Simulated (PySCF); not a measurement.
Electron correlation in Zn²⁺ (zinc, charge +2)

[Ar] 3d9 4p1, one real determinant (an excited configuration). Calculation: PySCF 2.14, in def2-TZVPPD (6s6p4d2f1g, 67 functions); no relativity, point nucleus. Frozen: [Ar]; 10 electrons correlated.

MP2 pair energies summed by pair of shells (mhartree):

| pair | energy | share (%) |
| --- | --- | --- |
| 3d-3d | -309.75 | 95.2 |
| 3d-4p | -15.55 | 4.8 |

Total MP2 correlation energy: -325.30 mhartree.

Same-spin part -121.87 and opposite-spin part -203.44 mhartree; SCS-MP2 scales them by 1/3 and 6/5 to -284.75 mhartree.

The reference is one real determinant that mixes LS terms of this configuration.
